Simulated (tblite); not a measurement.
A geometry optimisation, step by step.

C₈H₆FO (doublet state).
SMILES with atom numbers: `[CH2:1]=[CH:2][c:3]1[c:4]([OH:5])[cH:6][c:7][cH:8][c:9]1[F:10]` (hydrogens: H11, H12 on C1; H13 on C2; H14 on O5; H15 on C6; H16 on C8)
Bond orders are those of one Lewis drawing.

Computed with GFN2-xTB (tblite), gas phase: L-BFGS steps from a force-field or distance-geometry start until the largest atomic force falls under 0.01 eV/Å. 8 of its 60 geometries are shown.

Step 0: E = -784.8914 eV, largest atomic force 2.206 eV/Å
```
atom  x, y, z in Å  |  force x, y, z in eV/Å
C1     -2.450    0.505    0.326   -0.244   0.068  -0.540
C2     -1.534    0.236   -0.608    0.102   0.033   1.219
C3     -0.121   -0.085   -0.270   -0.361  -0.175  -0.583
C4      0.708    0.766    0.465    0.138   0.185   0.424
O5      0.311    1.978    0.958   -0.290  -0.435  -0.487
C6      2.022    0.395    0.752    1.419  -0.729   0.022
C7      2.539   -0.804    0.271   -2.002   0.907  -0.191
C8      1.740   -1.640   -0.486    0.663  -0.186   0.205
C9      0.423   -1.280   -0.759    0.477   0.577   0.423
F10    -0.336   -2.107   -1.500   -0.010   0.016   0.023
H11    -2.236    0.522    1.388    0.030   0.013  -0.247
H12    -3.491    0.690    0.036    0.581  -0.062   0.229
H13    -1.808    0.168   -1.639   -0.045  -0.055  -0.374
H14    -0.559    2.181    0.578    0.086   0.021   0.192
H15     2.660    1.064    1.340   -0.445  -0.198  -0.268
H16     2.123   -2.578   -0.863   -0.099   0.021  -0.045
```

Step 8: E = -785.0217 eV, largest atomic force 0.093 eV/Å
```
atom  x, y, z in Å  |  force x, y, z in eV/Å
C1     -2.438    0.517    0.320    0.003   0.021   0.047
C2     -1.514    0.227   -0.584   -0.056   0.008  -0.024
C3     -0.108   -0.082   -0.280    0.028  -0.001   0.043
C4      0.705    0.767    0.483    0.066  -0.022  -0.045
O5      0.291    1.974    0.936   -0.028  -0.084  -0.029
C6      2.031    0.397    0.755    0.010   0.015   0.016
C7      2.474   -0.789    0.262    0.003  -0.024  -0.008
C8      1.748   -1.664   -0.494   -0.002   0.075   0.012
C9      0.444   -1.268   -0.763   -0.009  -0.029   0.033
F10    -0.339   -2.092   -1.494    0.012   0.030  -0.017
H11    -2.225    0.535    1.377    0.046   0.043   0.010
H12    -3.463    0.699    0.042    0.043   0.030  -0.014
H13    -1.786    0.153   -1.628   -0.004  -0.042  -0.062
H14    -0.594    2.165    0.595   -0.070  -0.040   0.035
H15     2.644    1.070    1.335   -0.027  -0.057  -0.039
H16     2.123   -2.602   -0.876   -0.017   0.078   0.043
```

Step 17: E = -785.0345 eV, largest atomic force 0.080 eV/Å
```
atom  x, y, z in Å  |  force x, y, z in eV/Å
C1     -2.413    0.553    0.318   -0.012   0.030   0.016
C2     -1.512    0.216   -0.593   -0.014   0.013  -0.014
C3     -0.110   -0.091   -0.286    0.043  -0.011   0.036
C4      0.699    0.762    0.478    0.060   0.011  -0.006
O5      0.256    1.957    0.929   -0.026  -0.037   0.034
C6      2.029    0.407    0.750   -0.007  -0.037   0.038
C7      2.472   -0.781    0.264    0.003  -0.025  -0.021
C8      1.746   -1.659   -0.488    0.034   0.002  -0.041
C9      0.442   -1.274   -0.765    0.048  -0.011  -0.026
F10    -0.333   -2.087   -1.517    0.036  -0.024   0.012
H11    -2.172    0.597    1.368   -0.020   0.039   0.026
H12    -3.437    0.749    0.052   -0.026   0.022   0.005
H13    -1.789    0.105   -1.632   -0.051  -0.020  -0.043
H14    -0.662    2.076    0.644   -0.016   0.055   0.017
H15     2.647    1.070    1.336   -0.066   0.013  -0.044
H16     2.129   -2.590   -0.869    0.016  -0.022   0.012
```

Step 25: E = -785.0415 eV, largest atomic force 0.081 eV/Å
```
atom  x, y, z in Å  |  force x, y, z in eV/Å
C1     -2.404    0.590    0.314   -0.006   0.002   0.018
C2     -1.519    0.207   -0.596   -0.001  -0.027   0.010
C3     -0.114   -0.103   -0.299    0.042  -0.025   0.065
C4      0.687    0.747    0.477    0.044   0.016   0.021
O5      0.236    1.927    0.956    0.007   0.001   0.025
C6      2.020    0.402    0.747    0.005   0.021   0.002
C7      2.482   -0.779    0.259   -0.033   0.016  -0.035
C8      1.766   -1.657   -0.500   -0.023  -0.002   0.016
C9      0.459   -1.278   -0.780    0.000  -0.030  -0.022
F10    -0.303   -2.106   -1.526   -0.009  -0.016  -0.029
H11    -2.158    0.661    1.362    0.011   0.016   0.028
H12    -3.430    0.792    0.060   -0.010   0.013  -0.047
H13    -1.818    0.069   -1.627   -0.008  -0.031  -0.027
H14    -0.684    2.055    0.680    0.012   0.024  -0.013
H15     2.624    1.081    1.327   -0.028  -0.015   0.000
H16     2.149   -2.596   -0.865   -0.002   0.036  -0.011
```

Step 34: E = -785.0458 eV, largest atomic force 0.066 eV/Å
```
atom  x, y, z in Å  |  force x, y, z in eV/Å
C1     -2.402    0.617    0.310   -0.010   0.012   0.003
C2     -1.524    0.182   -0.583    0.010  -0.022  -0.008
C3     -0.121   -0.125   -0.283    0.050  -0.009   0.029
C4      0.677    0.730    0.493    0.021   0.005   0.027
O5      0.226    1.904    0.988    0.009   0.006  -0.007
C6      2.017    0.402    0.747   -0.010  -0.008  -0.006
C7      2.486   -0.768    0.241   -0.012  -0.011   0.016
C8      1.772   -1.654   -0.513    0.008   0.011   0.019
C9      0.459   -1.290   -0.782    0.046   0.017  -0.037
F10    -0.292   -2.112   -1.549   -0.004   0.017   0.041
H11    -2.157    0.721    1.355   -0.015   0.029   0.042
H12    -3.419    0.832    0.038   -0.055  -0.004  -0.010
H13    -1.828    0.003   -1.605   -0.009  -0.019  -0.040
H14    -0.683    2.061    0.688    0.004  -0.015  -0.014
H15     2.613    1.088    1.330   -0.016  -0.054  -0.035
H16     2.170   -2.584   -0.886   -0.019   0.046  -0.019
```

Step 42: E = -785.0493 eV, largest atomic force 0.056 eV/Å
```
atom  x, y, z in Å  |  force x, y, z in eV/Å
C1     -2.411    0.638    0.302   -0.009   0.009   0.004
C2     -1.530    0.159   -0.567    0.034   0.021  -0.003
C3     -0.127   -0.135   -0.260    0.054  -0.008  -0.012
C4      0.674    0.720    0.514    0.022   0.001  -0.001
O5      0.223    1.893    1.008    0.003  -0.004  -0.015
C6      2.017    0.393    0.756    0.003   0.006   0.007
C7      2.492   -0.769    0.238   -0.008   0.009  -0.006
C8      1.780   -1.646   -0.528    0.013   0.014  -0.009
C9      0.464   -1.284   -0.783    0.006  -0.048   0.012
F10    -0.287   -2.106   -1.548   -0.013  -0.004  -0.008
H11    -2.176    0.788    1.344    0.002   0.022   0.017
H12    -3.426    0.849    0.015   -0.041  -0.026  -0.020
H13    -1.831   -0.066   -1.582   -0.022   0.000   0.006
H14    -0.674    2.058    0.679   -0.007   0.009   0.016
H15     2.619    1.077    1.331   -0.016  -0.016   0.009
H16     2.184   -2.560   -0.931   -0.020   0.014   0.002
```

Step 51: E = -785.0511 eV, largest atomic force 0.016 eV/Å
```
atom  x, y, z in Å  |  force x, y, z in eV/Å
C1     -2.416    0.652    0.298   -0.008  -0.011  -0.001
C2     -1.530    0.154   -0.556    0.009  -0.011  -0.002
C3     -0.124   -0.137   -0.255    0.012   0.004  -0.003
C4      0.679    0.716    0.519    0.004   0.012  -0.006
O5      0.228    1.891    1.011    0.006   0.005   0.007
C6      2.020    0.388    0.762   -0.004  -0.003   0.000
C7      2.497   -0.767    0.231   -0.008  -0.002  -0.001
C8      1.786   -1.640   -0.540    0.000   0.008  -0.011
C9      0.465   -1.287   -0.782    0.001  -0.001  -0.001
F10    -0.288   -2.108   -1.545   -0.002   0.005   0.004
H11    -2.193    0.842    1.336    0.010   0.002   0.000
H12    -3.433    0.833   -0.004   -0.015   0.006   0.000
H13    -1.839   -0.101   -1.561    0.000  -0.009  -0.005
H14    -0.669    2.056    0.685    0.006   0.002   0.009
H15     2.619    1.066    1.347   -0.006  -0.007  -0.001
H16     2.191   -2.547   -0.957   -0.005   0.001   0.012
```

Step 59: E = -785.0514 eV, largest atomic force 0.009 eV/Å
```
atom  x, y, z in Å  |  force x, y, z in eV/Å
C1     -2.418    0.650    0.295    0.006   0.006  -0.003
C2     -1.530    0.152   -0.556   -0.001  -0.005   0.000
C3     -0.123   -0.134   -0.257    0.003   0.005  -0.004
C4      0.680    0.719    0.517    0.000   0.003   0.004
O5      0.233    1.893    1.013    0.000   0.003   0.005
C6      2.021    0.387    0.761   -0.002  -0.003   0.002
C7      2.497   -0.767    0.229   -0.001  -0.002   0.000
C8      1.785   -1.638   -0.543   -0.003   0.000   0.002
C9      0.465   -1.284   -0.784   -0.002  -0.002   0.006
F10    -0.291   -2.106   -1.543    0.004   0.001  -0.004
H11    -2.192    0.849    1.331    0.001  -0.001  -0.001
H12    -3.437    0.828   -0.005    0.002  -0.007   0.001
H13    -1.840   -0.113   -1.560   -0.003  -0.001  -0.002
H14    -0.666    2.060    0.693    0.001   0.001   0.000
H15     2.619    1.061    1.353   -0.001   0.000  -0.006
H16     2.189   -2.548   -0.956   -0.004   0.002  -0.001
```

Q: Summarise the path.

A: The energy falls by 15.43 kJ/mol from step 0 to step 59; nine tenths of that is first reached at step 18. It falls at every step. The largest force goes from 2.206 to 0.009 eV/Å. Among the bonds C6–C7 changes most, from 1.391 to 1.357 Å; the atoms move by 0.148 Å rms after alignment.

The cost below is that of the whole relaxation. Time: 0.58 s wall. Hardware: Arm Neoverse N1, one thread, no GPU, shared host with 64 logical CPUs at a one-minute load of 12.
